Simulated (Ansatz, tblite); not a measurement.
Cost and result up the ladder for Sn3H2 (the lowest singlet isomer of a short search) (5 atoms). Charge 0, multiplicity 1. Geometry: PBE-D4/def2-SVP.

```xyz
5

Sn   -1.690    0.364   -0.779
Sn   -0.569   -1.353    1.200
Sn    1.257    0.555   -0.230
H    -0.262    1.386   -1.439
H     1.263   -0.952    1.248
```

Ansatz on 4 threads of Arm Neoverse N1 on a shared host; xTB runs through tblite on one thread. Times are rough, summed over both states, and most runs start from the orbitals of an earlier one. PBE0-D4/def2-TZVP serves as the yardstick here, not as an exact answer. The other state is a triplet at its own geometry, which has other bonds, so the gap mixes isomer and spin.

In the def2 sets Sn takes a core potential; there is no spin–orbit coupling. The xTB rows come from tblite. HSE06 is defined as in plane-wave codes, on full-range PBE exchange. The structure comes from a short search, and lower isomers may exist.

Run but left out: HF/STO-3G (singlet: restricted singlet, unstable in another Hartree–Fock run and untested here).

xTB has no spin-polarisation term.

| level | functions | wall time | triplet − singlet (eV) | difference from PBE0-D4/def2-TZVP (eV) |
| --- | --- | --- | --- | --- |
| GFN1-xTB | 31 | 0.009 s | 1.09 | 0.29 |
| GFN2-xTB | 29 | 0.012 s | 0.62 | -0.19 |
| LDA (SPW92)/def2-TZVP | 162 | 3.9 s | 1.18 | 0.37 |
| PBE-D4/def2-TZVP | 162 | 6.8 s | 0.91 | 0.10 |
| HSE06-D4/def2-TZVP | 162 | 13 s | 0.81 | 0.00 |
| r2SCAN-D4/def2-TZVP | 162 | 17 s | 0.78 | -0.03 |
| PBE0-D4/def2-TZVP (with forces) | 162 | 17 s | 0.81 | 0.00 |
